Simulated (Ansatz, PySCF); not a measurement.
Se(Cl)(OMe) (CH3ClOSe), SMILES CO[Se]Cl. Atoms are numbered in the order given.

```xyz
7

Se     0.0098    -0.3080     0.6852
Cl    -1.2334     1.2359    -0.2579
O      1.4075    -0.3359    -0.4078
C      1.2153    -0.9521    -1.6668
H      0.5102    -0.3721    -2.2851
H      2.1988    -0.9618    -2.1582
H      0.8424    -1.9852    -1.5678
```

The structure is a stationary point at PBE0-D3(BJ)/def2-SVP. One conformer was computed; it need not be the lowest.

Two levels are set side by side: PBE-D3(BJ)/def2-SVP (Ansatz, an electronic-structure program) and PBE0-D3(BJ)/def2-SVP (Ansatz). Each level has its own optimised geometry; the coordinates shown are those of the second. Frequencies come from the Hessian of PySCF at each geometry. Differences are taken from unrounded values.

```csv
quantity,PBE0-D3(BJ),PBE-D3(BJ),PBE-D3(BJ) minus PBE0-D3(BJ)
mean bond length (Å),1.448,1.466,0.018
bond Se1–Cl2 (Å),2.195,2.229,0.034
bond Se1–O3 (Å),1.775,1.806,0.031
bond O3–C4 (Å),1.415,1.431,0.016
bond C4–H5 (Å),1.103,1.111,0.009
bond C4–H6 (Å),1.100,1.109,0.009
bond C4–H7 (Å),1.103,1.112,0.009
highest harmonic wavenumber (cm⁻¹),3167,3067,-100
mean harmonic wavenumber (cm⁻¹),1267,1217,-50
zero-point energy (kcal/mol),27.17,26.11,-1.07
```

Exact exchange shortens and stiffens bonds; PBE has none. Differences between two approximate levels are no errors against the true value.
